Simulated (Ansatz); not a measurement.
Reactions of CH5NSSi (`C1N[SiH2]S1`).

Calculated with Ansatz (gas phase, PBE0-D4/def2-TZVP geometries, no zero-point term in ΔE). CCSD(T)/CBS is the MP2 limit (def2-TZVPP, def2-QZVPP) plus CCSD(T) − MP2 in def2-TZVPP, frozen cores. This one scheme is used for every species, atoms too. DFT in def2-TZVPP. Open shells (•) are unrestricted, without spin–orbit coupling. Spin–orbit coupling would lower the free atoms: a little for C, S, Si. Bonds to Ge are less sure, by a few kJ/mol each and by 10 to 20 or more in all where they break to atoms, as the def2 sets lack core-valence functions. Scalar relativity is left out up to krypton. One conformer a species, not always the lowest.

```csv
reaction,CCSD(T)/CBS(def2) (eV)
`C1N[SiH2]S1` → `NC([SiH3])=S`,0.88
`C1N[SiH2]S1` + `[OH][GeH]([F])[S][SiH3]` → `[SiH3][SiH]1NCS1` + `[OH][GeH]([F])[SH]`,0.67
`C1N[SiH2]S1` → `SC1N[SiH2]1`,1.67
`C1N[SiH2]S1` → `CS[Si]N`,?
`C1N[SiH2]S1` → `NC1[SiH2]S1`,?
`C1N[SiH2]S1` → C• + 5 H• + N• + S• + Si•,32.29
```

(1) Fill in the missing values. (An estimate is asked.)

Largest T1 diagnostic: 0.018, for `NC([SiH3])=S`.

Answers

(1) Ansatz gave: `C1N[SiH2]S1` → `CS[Si]N`: -0.41 eV; `C1N[SiH2]S1` → `NC1[SiH2]S1`: +0.82 eV.
